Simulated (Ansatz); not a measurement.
Computed with Ansatz on PBE0-D4/def2-TZVP structures; ΔE is electronic, products minus reactants. CBS: MP2 limit from def2 TZ/QZ plus the TZ coupled-cluster correction, frozen cores. This one scheme is used for every species. DFT in def2-TZVPP. B3LYP here is the variant with VWN-RPA as its local correlation; programs differ in this. For Ge outer-core shells are correlated without core-valence functions, which leaves a few kJ/mol of doubt a bond. Scalar relativity is left out up to krypton. One conformer a species, not always the lowest.

Consider the cleavage of the B–Ge bond: `[SiH3][GeH2][B](Cl)Cl` + HCl → boron trichloride + `[SiH3][GeH3]`.

Question: Is it downhill or uphill in electronic energy at CCSD(T)/CBS, and by how much? (Estimate.)

Answer: The calculation gave: Downhill: ΔE = -69.5 kJ/mol.

Question: What do these levels give: PBE-D4, r2SCAN-D4, PBE0-D4, ωB97M-V, PBE0, B3LYP, HF/def2-TZVPP, SCS-MP2/def2-TZVPP, CCSD/def2-TZVPP, CCSD(T)/def2-TZVPP, MP2/def2-QZVPP, SCS-MP2/def2-QZVPP? (An estimate is asked.)

Answer: Ansatz gave: PBE-D4 -73.2, r2SCAN-D4 -79.2, PBE0-D4 -74.7, ωB97M-V -79.4, PBE0 -78.6, B3LYP -82.2, HF/def2-TZVPP -88.5, SCS-MP2/def2-TZVPP -77.5, CCSD/def2-TZVPP -73.4, CCSD(T)/def2-TZVPP -72.1, MP2/def2-QZVPP -74.9, SCS-MP2/def2-QZVPP -76.7 kJ/mol.

Largest T1 diagnostic among the species: 0.013.

In def2-TZVPP, CCSD(T) changes the Hartree–Fock value by +16.3 kJ/mol (the triples alone add +1.3 kJ/mol) and MP2 by +12.4 kJ/mol. The D4 term adds +5.9 kJ/mol with B3LYP and +3.9 kJ/mol with PBE0; it sums over pairs of atoms, weighted by their polarisabilities, and B3LYP, whose exchange is more repulsive, gets the larger term.
